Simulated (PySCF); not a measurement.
NMR data sheet: C5H7BO2

```
Formula                               : C5H7BO2
SMILES                                : CC1=CC/1=C/B(O)O
InChI                                 : InChI=1S/C5H7BO2/c1-4-2-5(4)3-6(7)8/h2-3,7-8H,1H3/b5-3-
Point group of the computed structure : C1
Carbon signals                        : 5
Proton signals                        : 4
```

Atoms are numbered as in `[CH3:1][C:2]1=[CH:3][C:4]/1=[CH:5]/[B:6]([OH:7])[OH:8]` (H(Xn): hydrogen on atom n).

Single conformer, non-relativistic Hamiltonian, equivalent nuclei averaged, no solvent. Geometry from PBE0-D3(BJ)/def2-SVP; B3LYP/pcJ-1 coupling constants (spin–dipole term only in couplings to heteroatoms); shielding tensors at PBE0/pcSseg-1 (GIAO); PySCF 2.14.

Scale: $^{1}$H (σref 31.27) and $^{13}$C (σref 184.41) against TMS; $^{11}$B (σref 100.73) against BF3·OEt2; $^{17}$O (σref 334.56) against H2O (reference shieldings calculated alike).

| carbon | δC, type | δH (multiplicity, J in Hz) | HMBC from (abs. J ≥ 3 Hz) | span of the C tensor (ppm) |
| --- | --- | --- | --- | --- |
| C1 | 14.4, CH3 | 2.60 (d, 1.1) | – | 28 |
| C2 | 159.9, C | – | H(C5), H(C1) | 285 |
| C3 | 134.2, CH | 7.71 (dq, 3.2, 1.1) | H(C5), H(C1) | 237 |
| C4 | 142.8, C | – | H(C5), H(C1) | 291 |
| C5 | 63.7, CH | 3.53 (d, 3.2) | – | 115 |

Other nuclei:
```csv
atoms,nucleus,environment,δ (ppm),σ (ppm)
H(O7)/H(O8),$^{1}$H,hydrogen on an oxygen bonded to B,3.07,28.20
B6,$^{11}$B,"boron bonded to C, 2 O",28.8,71.9
O7/O8,$^{17}$O,"oxygen bonded to B, H",107.3,227.3
```

Selected couplings (Hz, signed; the shortest-range and largest first, 30 at most; isotopes $^{13}$C, $^{1}$H, $^{11}$B): $^{1}J$(C3,H(C3)) 232.0, $^{1}J$(C5,H(C5)) 153.3, $^{1}J$(C1,H(C1)) 138.2, $^{1}J$(C5,B6) 96.5, $^{1}J$(C4,C5) 89.4, $^{1}J$(C1,C2) 56.8, $^{1}J$(C2,C3) 40.1, $^{1}J$(C3,C4) 25.2, $^{1}J$(C2,C4) 24.0, $^{2}J$(C3,C5) -5.1, $^{2}J$(C1,C3) -3.8, $^{2}J$(B6,H(C5)) 3.6, $^{2}J$(C4,B6) 1.4, $^{2}J$(C2,C5) -1.0, $^{3}J$(C3,B6) 6.9, $^{3}J$(C2,B6) 2.8, $^{4}J$(H(C3),H(C5)) 3.2, $^{4}J$(C1,B6) 1.2, $^{4}J$(H(C1),H(C3)) -1.1.

δC 159.9, 142.8: fully substituted alkene carbon; the olefinic region. δC 134.2, 63.7: alkene CH. δH 7.71, 3.53: hydrogen on an alkene CH. δH 3.07: hydrogen on an oxygen bonded to B; labile proton, position sensitive to the medium. δH 2.60: hydrogen on an allylic methyl carbon; allylic position.

Exchangeable OH/NH protons stand at their gas-phase positions; hydrogen bonding in a real sample shifts them, mostly to higher δ. A carbon bonded to boron is broadened by the quadrupolar boron nucleus and is often missing from a measured spectrum. Multiplet labels drop couplings under 1 Hz and merge nearly equal ones. Shifts are as computed. Against solution values, carbons near 30 ppm lie about +2 ppm off and those near 130 ppm about +5 ppm. Of 1211 compounds with measured shifts, 218 miss one by over three times the rms of a fit or turn the order of signals round; such compounds aren't used in these exercises. Experimental scales use liquid or dissolved standards, which lie at an offset from isolated H2O (liquid H2O: subtract about 36 ppm).
